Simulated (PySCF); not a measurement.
# Shifts of the heteroatoms

Mapped SMILES: `[CH3:1][c:2]1[n:3][n:4]([CH3:5])[n:6][c:7]1[F:8]`. Hydrogens are named by the atom that carries them.

PySCF 2.14.0 with density-fitted response routines calculation with shieldings: GIAO PBE0/pcSseg-1, couplings computed with B3LYP/pcJ-1 (spin–dipole term only in couplings to heteroatoms) and coordinates at the GFN2-xTB level; a single conformation, non-relativistic, equivalent nuclei averaged, gas phase.

**Question.** What are the 19F shifts?

**Answer.** 
| atoms | environment | σ (ppm) | δ (ppm) |
| --- | --- | --- | --- |
| F8 | aryl fluorine | 334.0 | -155.4 |

Shieldings were converted by a linear fit to measured shifts: 19F: δ = 146.13 − 0.903σ +14.6 on sp3 carbon (rms 6.0 ppm, 223 shifts, 7.0 ppm with the 5 outliers that the fit left out vs CFCl3, solution or neat liquid). A few per cent of atoms miss by over 2 rms, more outside the fitted compound classes. Couplings are scaled by factors fitted to measured values: 2J(H,H) × 0.95 (rms 1.3 Hz), 1J(C,F) × 0.77 (rms 8.7 Hz), 2J(C,F) × 1.14 (rms 1.9 Hz, 10.1 with 1 outliers), 3J(C,F) × 1.46 (rms 1.5 Hz); all others are unscaled and can be 10–30 % off.

Couplings (the largest are listed; each averaged over equivalent pairs): 1J(C7,F8) = -245.8 Hz, 2J(N6,F8) = -31.3 Hz, 2J(C2,F8) = 14.9 Hz, 3J(N4,F8) = -7.2 Hz, 3J(N3,F8) = 5.8 Hz, 3J(C1,F8) = -4.9 Hz.

On a 300 MHz spectrometer 19F resonates near 282.3 MHz, so 1 ppm is 282.3 Hz.

**Question.** What are the 15N shifts?

**Answer.** 
```json
{"atoms": "N3", "environment": "pyridine-type nitrogen of an azole", "σ (ppm)": "-101.0", "δ (ppm)": "-55.0"}
{"atoms": "N6", "environment": "pyridine-type nitrogen of an azole", "σ (ppm)": "-68.4", "δ (ppm)": "-85.1"}
{"atoms": "N4", "environment": "pyrrole-type ring nitrogen", "σ (ppm)": "23.2", "δ (ppm)": "-169.5"}
```

Shieldings were converted by a linear fit to measured shifts: 15N: δ = -148.07 − 0.921σ (rms 6.3 ppm, 71 shifts vs CH3NO2, solution or neat liquid). Occasional misses reach two or three times the rms, and more in compound classes unlike the fitted ones. Couplings are scaled by factors fitted to measured values: 2J(H,H) × 0.95 (rms 1.3 Hz), 1J(C,F) × 0.77 (rms 8.7 Hz), 2J(C,F) × 1.14 (rms 1.9 Hz, 10.1 with 1 outliers), 3J(C,F) × 1.46 (rms 1.5 Hz); all others are unscaled and can be 10–30 % off.

Couplings (the largest are listed; each averaged over equivalent pairs): 1J(N4,C5) = -21.4 Hz, 1J(N3,N4) = -13.5 Hz, 1J(N4,N6) = -13.0 Hz, 1J(N6,C7) = -9.0 Hz, 1J(C2,N3) = -1.4 Hz, 2J(N6,F8) = -31.3 Hz, 2J(N4,C7) = -9.8 Hz, 2J(C1,N3) = -8.4 Hz, 2J(C5,N6) = -8.2 Hz, 2J(N3,C5) = -7.8 Hz, 2J(N3,N6) = -2.0 Hz, 2J(N4,H(C5)) = 1.8 Hz. Signs are for 15N, whose magnetogyric ratio is negative.

On a 400 MHz spectrometer 15N resonates near 40.5 MHz, so 1 ppm is 40.5 Hz.
